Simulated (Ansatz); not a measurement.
Geometry optimisation of C₂H₈OSSi (`CO[SiH2]SC`).

```yaml
crystal:
  periodic: [false, false, false]
  atoms:
    - {symbol: C, position_ang: [-2.686990, -0.405080, -0.535270]}
    - {symbol: O, position_ang: [-1.323820, -0.687960, -0.564200]}
    - {symbol: Si, position_ang: [-0.140390, 0.179490, 0.096230]}
    - {symbol: S, position_ang: [1.580310, -0.953860, -0.415870]}
    - {symbol: C, position_ang: [2.820630, 0.117590, 0.372520]}
    - {symbol: H, position_ang: [-3.203510, -1.179820, -1.101760]}
    - {symbol: H, position_ang: [-3.058570, -0.398490, 0.491570]}
    - {symbol: H, position_ang: [-2.890670, 0.568940, -0.984440]}
    - {symbol: H, position_ang: [-0.260750, 0.284160, 1.551220]}
    - {symbol: H, position_ang: [-0.041210, 1.525000, -0.471460]}
    - {symbol: H, position_ang: [3.792100, -0.322320, 0.174910]}
    - {symbol: H, position_ang: [2.642630, 0.158860, 1.442200]}
    - {symbol: H, position_ang: [2.770240, 1.113490, -0.055660]}
basis:
  gaussian: {orbitals: def2-TZVP}
hamiltonian: {xc: pbe0, dispersion: d4}
relax: {f_tol: 0.005, max_steps: 150}
```

```sh
$ ansatz run in.yaml --threads 2 --pin off --events-out ev --progress --plain --max-ram 32768MiB --backend cuda --devices 0, --max-vram 18GiB
```

Output, abridged:

```
Functional definition: PBE0
mean field -22956.22182744 eV, -843.6255918725 hartree, gradient 6.2e-5 eV, S^2 0.000000; 0 other end points of the search recorded, 0 dependent functions left out
relax step   1: F+E_penalty+E_count = -22956.46091207 eV  Δ(F+E_penalty+E_count) = +0.000e0 eV  max|allowed force component| = 8.813e-1 eV/Å  Δτ_max = 0.0000 Å  (27 SCF iters, accepted)
mean field -22956.26729479 eV, -843.6272627667 hartree, gradient 1.7e-5 eV, S^2 0.000000; 0 other end points of the search recorded, 0 dependent functions left out
relax step   2: F+E_penalty+E_count = -22956.50474246 eV  Δ(F+E_penalty+E_count) = -4.383e-2 eV  max|allowed force component| = 3.108e-1 eV/Å  Δτ_max = 0.0647 Å  (30 SCF iters, accepted)
mean field -22956.27277546 eV, -843.6274641776 hartree, gradient 1.7e-5 eV, S^2 0.000000; 0 other end points of the search recorded, 0 dependent functions left out
relax step   3: F+E_penalty+E_count = -22956.51060485 eV  Δ(F+E_penalty+E_count) = -5.862e-3 eV  max|allowed force component| = 1.586e-1 eV/Å  Δτ_max = 0.0278 Å  (32 SCF iters, accepted)
mean field -22956.27415172 eV, -843.6275147543 hartree, gradient 1.7e-5 eV, S^2 0.000000; 0 other end points of the search recorded, 0 dependent functions left out
relax step   4: F+E_penalty+E_count = -22956.51193868 eV  Δ(F+E_penalty+E_count) = -1.334e-3 eV  max|allowed force component| = 8.324e-2 eV/Å  Δτ_max = 0.0103 Å  (31 SCF iters, accepted)
mean field -22956.27581411 eV, -843.6275758458 hartree, gradient 1.7e-5 eV, S^2 0.000000; 0 other end points of the search recorded, 0 dependent functions left out
relax step   5: F+E_penalty+E_count = -22956.51367359 eV  Δ(F+E_penalty+E_count) = -1.735e-3 eV  max|allowed force component| = 1.008e-1 eV/Å  Δτ_max = 0.0289 Å  (32 SCF iters, accepted)
mean field -22956.27658037 eV, -843.6276040056 hartree, gradient 1.7e-5 eV, S^2 0.000000; 0 other end points of the search recorded, 0 dependent functions left out
relax step   6: F+E_penalty+E_count = -22956.51456404 eV  Δ(F+E_penalty+E_count) = -8.905e-4 eV  max|allowed force component| = 1.226e-2 eV/Å  Δτ_max = 0.0171 Å  (32 SCF iters, accepted)
mean field -22956.27651648 eV, -843.6276016575 hartree, gradient 1.7e-5 eV, S^2 0.000000; 0 other end points of the search recorded, 0 dependent functions left out
relax step   7: F+E_penalty+E_count = -22956.51468467 eV  Δ(F+E_penalty+E_count) = -1.206e-4 eV  max|allowed force component| = 1.798e-2 eV/Å  Δτ_max = 0.0117 Å  (32 SCF iters, accepted)
mean field -22956.27649935 eV, -843.6276010281 hartree, gradient 1.7e-5 eV, S^2 0.000000; 0 other end points of the search recorded, 0 dependent functions left out
relax step   8: F+E_penalty+E_count = -22956.51469800 eV  Δ(F+E_penalty+E_count) = -1.333e-5 eV  max|allowed force component| = 6.661e-3 eV/Å  Δτ_max = 0.0053 Å  (33 SCF iters, accepted)
mean field -22956.27651212 eV, -843.6276014974 hartree, gradient 1.7e-5 eV, S^2 0.000000; 0 other end points of the search recorded, 0 dependent functions left out
relax step   9: F+E_penalty+E_count = -22956.51471321 eV  Δ(F+E_penalty+E_count) = -1.520e-5 eV  max|allowed force component| = 1.077e-3 eV/Å  Δτ_max = 0.0038 Å  (32 SCF iters, accepted)
mean field -22956.27651212 eV, -843.6276014974 hartree, gradient 1.7e-5 eV, S^2 0.000000; 1 other end points of the search recorded, 0 dependent functions left out
Total energy: -22956.51474781 eV, -843.6363564975 hartree
Atom 0 at    -2.691776    -0.377993    -0.520007 Å, force    -0.000290    -0.000054    -0.000075 eV/Å
Atom 1 at    -1.341410    -0.767647    -0.620020 Å, force    -0.000228    -0.000024     0.000015 eV/Å
Atom 2 at    -0.112498     0.084425     0.042759 Å, force    -0.000116     0.001077     0.000356 eV/Å
Atom 3 at     1.650019    -0.984446    -0.439629 Å, force     0.000341    -0.000616    -0.000372 eV/Å
Atom 4 at     2.810639     0.145735     0.386222 Å, force     0.000554     0.000045     0.000008 eV/Å
Atom 5 at    -3.297162    -1.109773    -1.056739 Å, force    -0.000072    -0.000167     0.000274 eV/Å
Atom 6 at    -3.024622    -0.349837     0.523804 Å, force     0.000077     0.000262    -0.000068 eV/Å
Atom 7 at    -2.859467     0.607840    -0.968652 Å, force    -0.000158    -0.000302    -0.000292 eV/Å
Atom 8 at    -0.272260     0.202117     1.521785 Å, force     0.000071    -0.000507    -0.000120 eV/Å
Atom 9 at    -0.058091     1.470340    -0.507841 Å, force     0.000004     0.000230     0.000114 eV/Å
Atom 10 at     3.807636    -0.264362     0.230494 Å, force     0.000099    -0.000177     0.000212 eV/Å
Atom 11 at     2.617905     0.199483     1.458012 Å, force    -0.000244     0.000060    -0.000162 eV/Å
Atom 12 at     2.771086     1.144118    -0.050198 Å, force    -0.000038     0.000173     0.000108 eV/Å
Dipole moment:    -0.082628     0.324358     0.193367 e Å
```

Run time 27 s (2 threads of an AMD EPYC 7R13 on a shared host and a share of an NVIDIA H100 80 GB); peak host memory 0.86 GiB.
